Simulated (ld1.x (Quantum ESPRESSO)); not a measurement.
# u(r) = r·R(r): atom against pseudo-atom (Ru (Z = 44))

Columns: radius, all-electron u(r) and pseudo u(r) of the 4p shell (level -43.75 eV) of ruthenium in the configuration [Ar] 3d10 4s2 4p6 4d8 5s0 5p0; PBE, scalar-relativistic, PAW scheme, ld1.x (Quantum ESPRESSO) 7.5.

```
r (bohr)  all-electron  pseudo
   0.113        0.2452  0.0287
   0.225       -0.4297  0.1102
   0.338       -0.5265  0.2356
   0.450       -0.1604  0.3870
   0.563        0.3085  0.5486
   0.675        0.6870  0.6988
   0.788        0.9312  0.8236
   0.900        1.0469  0.9088
   1.013        1.0669  0.9496
   1.125        1.0234  0.9455
   1.238        0.9427  0.9019
   1.350        0.8453  0.8295
   1.463        0.7424  0.7390
   1.575        0.6435  0.6437
   1.688        0.5511  0.5513
   1.800        0.4688  0.4688
   1.913        0.3957  0.3957
   2.025        0.3328  0.3328
   2.138        0.2784  0.2784
   2.250        0.2326  0.2326
   2.363        0.1934  0.1934
   2.475        0.1608  0.1608
   2.588        0.1332  0.1332
   2.700        0.1104  0.1104
   2.813        0.0912  0.0912
   2.925        0.0754  0.0754
```

How many radial nodes do the two functions have?

The all-electron 4p function has n − l − 1 = 2; the pseudo-wave has 0, since the states of the same l below it are removed with the core.

At about which radius was the pseudo-wave matched?

1.80 bohr. The columns agree to 0.0005 from 1.57 bohr on; several derivatives are matched, so the curves merge somewhat inside the radius.

Where does each function peak?

Outermost all-electron maximum near 1.01 bohr, pseudo maximum near 1.01 bohr (to the table’s step).

Is the pseudo-wave norm-conserving?

No, it belongs to a PAW set: the norm inside the radius is not constrained, and the difference is carried by the augmentation charge.
